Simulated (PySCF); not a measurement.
## SMILES Oc1ccn2ccnc2c1, C7H6N2O

Molfile (atoms numbered from 1):
```
C7H6N2O
     RDKit          3D

 16 17  0  0  0  0  0  0  0  0999 V2000
   -3.0924   -0.8257    0.0654 O   0  0  0  0  0  0  0  0  0  0  0  0
   -1.7991   -0.4154    0.0287 C   0  0  0  0  0  0  0  0  0  0  0  0
   -1.5737    0.9695   -0.1827 C   0  0  0  0  0  0  0  0  0  0  0  0
   -0.3069    1.4557   -0.2328 C   0  0  0  0  0  0  0  0  0  0  0  0
    0.7422    0.6166   -0.0817 N   0  0  0  0  0  0  0  0  0  0  0  0
    2.0889    0.8283   -0.0901 C   0  0  0  0  0  0  0  0  0  0  0  0
    2.6620   -0.4010    0.1134 C   0  0  0  0  0  0  0  0  0  0  0  0
    1.7278   -1.3648    0.2475 N   0  0  0  0  0  0  0  0  0  0  0  0
    0.5654   -0.7537    0.1298 C   0  0  0  0  0  0  0  0  0  0  0  0
   -0.7378   -1.2685    0.1849 C   0  0  0  0  0  0  0  0  0  0  0  0
   -3.1315   -1.7784    0.2128 H   0  0  0  0  0  0  0  0  0  0  0  0
   -2.4255    1.6169   -0.3006 H   0  0  0  0  0  0  0  0  0  0  0  0
   -0.0857    2.5004   -0.3904 H   0  0  0  0  0  0  0  0  0  0  0  0
    2.5174    1.7981   -0.2350 H   0  0  0  0  0  0  0  0  0  0  0  0
    3.7052   -0.6421    0.1705 H   0  0  0  0  0  0  0  0  0  0  0  0
   -0.8639   -2.3270    0.3487 H   0  0  0  0  0  0  0  0  0  0  0  0
  1  2  1  0
  2  3  1  0
  3  4  2  0
  4  5  1  0
  5  6  1  0
  6  7  2  0
  7  8  1  0
  8  9  2  0
  9 10  1  0
 10  2  2  0
  9  5  1  0
  1 11  1  0
  3 12  1  0
  4 13  1  0
  6 14  1  0
  7 15  1  0
 10 16  1  0
M  END
```

Computed with PySCF, GIAO B3LYP/pcSseg-1 magnetisability, rotational g tensor and spin-rotation constants, non-relativistic, gas phase. Geometry: GFN2-xTB.

Q: How diamagnetic is it, and how anisotropic?

A: Isotropic -1394 × 10⁻³⁰ J/T², or -83.9 × 10⁻⁶ cm³/mol; principal values -2284, -998, -899 × 10⁻³⁰ J/T², anisotropy 1338 × 10⁻³⁰ J/T² (root of half the summed squared differences of the principal values). The susceptibility is in cgs units.

Q: Split it along the inertial axes a, b, c into diamagnetic and paramagnetic parts about the centre of mass, with the quadrupole moment.

A: 
| axis | χ (10⁻⁶ cm³/mol) | diamagnetic (10⁻⁶ cm³/mol) | paramagnetic (10⁻⁶ cm³/mol) | summed x² of all electrons (Å²) | quadrupole Θ (D Å) |
| --- | --- | --- | --- | --- | --- |
| a | -60.1 | -439.1 | 379.0 | 258.8 | +1.22 |
| b | -54.2 | -1152.3 | 1098.1 | 90.7 | +6.56 |
| c | -137.6 | -1482.9 | 1345.3 | 12.8 | -7.78 |

Anisotropies 2χaa − χbb − χcc = +71.5 and 2χbb − χaa − χcc = +89.4 × 10⁻⁶ cm³/mol. Θ is traceless in Buckingham's convention.

Q: And the rotational g tensor?

A: 
| axis | rotational constant (GHz) | g | nuclear part | electronic part |
| --- | --- | --- | --- | --- |
| a | 3.6464 | -0.0684 | 0.5808 | -0.6493 |
| b | 1.1041 | -0.0254 | 0.5442 | -0.5696 |
| c | 0.8475 | +0.0170 | 0.5527 | -0.5356 |

Asymmetric top; isotopes 12C, 1H, 14N, 16O; no vibrational averaging.
